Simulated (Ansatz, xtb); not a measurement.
# C5H11ClSi: which of two isomers lies lower

Structure I: `[SiH3][C@@H]1CC[C@@H](Cl)C1`, a singlet. Structure II: `[SiH3][C@@H]1CCC[C@H]1Cl`, a singlet. Both are isolated molecules in the gas phase, relaxed with B3LYP-D3(BJ)/def2-SVP, each in the lowest conformer that the search found.

Quicker runs give these differences E(II) − E(I): GFN2-xTB −0.75 kcal/mol; HF/STO-3G +1.10 kcal/mol (at GFN2-xTB geometries); r2SCAN-D4/def2-SVP +0.22 kcal/mol (at GFN2-xTB geometries).

Estimate which is lower in electronic energy at CCSD(T)/def2-SVP + ΔMP2/def2-TZVPP, and by roughly how much.

CCSD(T)/def2-SVP + ΔMP2/def2-TZVPP gives E(II) − E(I) = +0.73 kcal/mol, slightly favouring structure I, which is too small a margin to settle the true order.

The same difference at several levels:

```json
{"level": "GFN2-xTB", "geometry": "GFN2-xTB", "E(II) − E(I) (kcal/mol)": "−0.75", "departure from the last row (kcal/mol)": "−1.48", "job, with rough time for the two": "optimisation, 0.42 s"}
{"level": "HF/STO-3G", "geometry": "GFN2-xTB", "E(II) − E(I) (kcal/mol)": "+1.10", "departure from the last row (kcal/mol)": "+0.37", "job, with rough time for the two": "single point, 0.68 s"}
{"level": "r2SCAN-D4/def2-SVP", "geometry": "GFN2-xTB", "E(II) − E(I) (kcal/mol)": "+0.22", "departure from the last row (kcal/mol)": "−0.51", "job, with rough time for the two": "single point, 7.8 s"}
{"level": "B3LYP-D3(BJ)/def2-SVP", "geometry": "B3LYP-D3(BJ)/def2-SVP", "E(II) − E(I) (kcal/mol)": "+0.62", "departure from the last row (kcal/mol)": "−0.11", "job, with rough time for the two": "optimisation, 2.9 min"}
{"level": "HF/def2-SVP", "geometry": "B3LYP-D3(BJ)/def2-SVP", "E(II) − E(I) (kcal/mol)": "+1.75", "departure from the last row (kcal/mol)": "+1.01", "job, with rough time for the two": "part of the CCSD(T) run"}
{"level": "MP2/def2-SVP", "geometry": "B3LYP-D3(BJ)/def2-SVP", "E(II) − E(I) (kcal/mol)": "+0.89", "departure from the last row (kcal/mol)": "+0.15", "job, with rough time for the two": "part of the CCSD(T) run"}
{"level": "CCSD(T)/def2-SVP", "geometry": "B3LYP-D3(BJ)/def2-SVP", "E(II) − E(I) (kcal/mol)": "+0.90", "departure from the last row (kcal/mol)": "+0.17", "job, with rough time for the two": "single point"}
{"level": "CCSD(T)/def2-SVP + ΔMP2/def2-TZVPP", "geometry": "B3LYP-D3(BJ)/def2-SVP", "E(II) − E(I) (kcal/mol)": "+0.73", "departure from the last row (kcal/mol)": "", "job, with rough time for the two": "single point, 3 min"}
```

As drawn, both hold the same kinds of bond in the same numbers.

The largest departure from CCSD(T)/def2-SVP + ΔMP2/def2-TZVPP is that of GFN2-xTB, 1.48 kcal/mol. The last row adds to CCSD(T) the change of the MP2 difference between the two basis sets, here −0.17 kcal/mol.

With thermal terms from frequencies at re-optimised GFN2-xTB minima (ideal gas, soft modes damped towards free rotors, one conformer each, 298.15 K, 1 atm): on the last row, ΔE + ΔZPE = +0.84, ΔH = +0.83, ΔG = +0.91 kcal/mol.

The correlated steps freeze 15 core orbitals. Programs: Ansatz 0.2.0, xtb 6.7.1; the last row on 2 threads of Arm Neoverse V2 on a shared host.
